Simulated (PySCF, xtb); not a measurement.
Zn(Me) (CH3Zn), SMILES [CH3][Zn+], charge +1.

Harmonic wavenumbers (cm⁻¹) from GFN2-xTB in xtb at its own minimum, in rising order: 429, 722, 722, 1137, 1288, 1289, 2911, 2942, 2942.

Q: What does PBE-D3(BJ)/def2-TZVP (PySCF) give at its own minimum? (An estimate is asked for; the answer gives what the named calculation found.)

A: 464, 755, 755, 1113, 1363, 1363, 2994, 3138, 3138. Paired by order, the mean absolute difference is 83 cm⁻¹ and the zero-point energies are 20.6 and 21.6 kcal/mol.
